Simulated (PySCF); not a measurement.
Computed shifts of a molecule C2H6FGaO, PBE/pcSseg-1 in PySCF, GIAO, gas phase, atoms alike by connectivity averaged where their shifts nearly agree, in ppm (number of nuclei): ¹⁹F: -164.5 (1). ¹³C: 13.3 (1), 12.2 (1). ¹H: 3.57 (1), 1.48 (3), 1.44 (2). References: ¹⁹F against CFCl3 (σ = 133.6 ppm); ¹³C against TMS (σ = 182.0 ppm); ¹H against TMS (σ = 31.49 ppm); ¹⁷O against H2O (σ = 334.3 ppm), references at their B3LYP-D3(BJ)/def2-TZVP geometries, non-relativistic. Geometry: PBE0-D3(BJ)/def2-SVP. The values are those of a single conformer.

Question: Pick the molecule that these values belong to.
(A) C[O][Ga]([CH3])[F]
(B) C[CH2][Ga]([OH])[F]
(C) CC[O][GaH][F]

Answer: B, C[CH2][Ga]([OH])[F]
